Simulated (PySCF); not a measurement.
Harmonic spectrum computed at PBE0 in the def2-TZVP basis family (core potentials from Rb on, PySCF, no spin–orbit coupling):

```tsv
ω (cm⁻¹)	IR (km/mol, summed over degenerate members)	degeneracy
710	632	2
2007	0.0	1
2224	241	1
```

Task: Which molecule gave it? In each, all ligands are bound to the one heavy central atom.
A. H₂O (singlet)
B. BeH₂ (singlet)
C. ScH₂ (doublet)
D. BH₂ (doublet)
E. AsH₂ (doublet)

Result: B. It has D∞h symmetry with Be–H 1.339 Å (×2).
